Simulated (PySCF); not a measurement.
## Calculated NMR data

All values are calculated (PySCF 2.14): coordinates at the GFN2-xTB level, NMR shieldings at PBE0/pcSseg-1/GIAO, spin–spin couplings from B3LYP/pcJ-1 (spin–dipole term left out of most H,H and C,H couplings). One computed conformer, isolated molecule, non-relativistic Hamiltonian, fast rotation and ring inversion assumed for equivalent nuclei.

Chemical shifts δ = σref − σ; ¹H (31.72 ppm), ¹³C (186.93 ppm) against TMS, all at this level. Multiplet labels drop J under 1 Hz and among equivalent protons, and merge close values. Unscaled 3J(H,H) run several per cent high. Where no couplings were computed, multiplicities follow the n + 1 count of equivalent neighbours, and m marks all less simple cases (inequivalent or close neighbours, rings, F or P nearby). Shifts are as computed. Against solution values, carbons near 30 ppm lie about +3 ppm off and those near 130 ppm about +5 ppm (rms about the fit 2.1 ppm; single classes can miss by 10 ppm). Of 1328 compounds with measured shifts, 309 miss one by over three times the rms of a fit or turn the order of signals round; such compounds aren't used in these exercises. Signals without a measured value on file couldn't be tested in this way; 1H shifts scatter by 0.2 ppm about their fit, and single ones miss by 0.5 ppm.

**1.** `C[SiH2]O[SiH2]O[SiH2]C`, C₂H₁₂O₂Si₃. ¹H NMR (600 MHz, computed): δ 5.31 (q, 4H), 4.95 (s, 2H), 0.41 (t, 6H). ¹³C{¹H} NMR (computed): δ 0.3.

**2.** SMILES CCC=C=O, C₄H₆O. ¹H NMR (600 MHz, computed): δ 2.71 (t, J = 9.6 Hz, 1H), 2.10 (dq, J = 9.6, 7.7 Hz, 2H), 1.18 (t, J = 7.7 Hz, 3H). ¹³C{¹H} NMR (computed): δ 204.7 (C), 21.7 (CH3), 20.3 (CH), 20.1 (CH2).
